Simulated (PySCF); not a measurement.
**Relaxation of singlet HIO₂**

Computed with PySCF, PBE0, basis I def2-TZVP with ECP28, O def2-TZVP, H def2-TZVP (scalar-relativistic core potentials, no spin–orbit coupling, density fitting). A (50,194) grid was used.

A start displaced from a saddle point along its imaginary mode, with no symmetry imposed:

Coordinates in bohr (charge 0 multiplicity 1):
```
I     0.1155    0.0008   -0.4579
O     1.9358    0.0154    2.8027
O    -3.0877   -0.0074    0.6741
H     3.7335   -0.2268    2.4763
```

Optimiser trace:
```tsv
step	E − E(last) (kJ/mol)	largest gradient (Eh/bohr)
0	24.61	0.00809
1	22.95	0.02744
2	20.39	0.00805
3	17.37	0.01229
4	15.00	0.02164
5	11.70	0.02472
6	5.82	0.00857
7	4.62	0.02778
8	1.86	0.00426
9	0.82	0.00261
10	0.71	0.01436
11	0.12	0.00091
12	0.04	0.00060
13	0.00	0.00075
14	0.00	0.00006
```

It ends at C1 with I–O 1.802 Å, I–O 1.959 Å, O–H 0.965 Å; H–O–I 107.6°, O–I–O 105.4°. A frequency run shows a minimum. Other isomers or separated fragments may lie lower.

Final geometry:
```xyz
4
charge 0 multiplicity 1, angstrom
I     0.0223    0.0548   -0.2313
O     1.2576    0.1551    1.2859
O    -1.5327   -0.5430    0.4561
H     1.5591   -0.7421    1.4766
```

The relaxation took of the order of 80 core-seconds on a shared host.
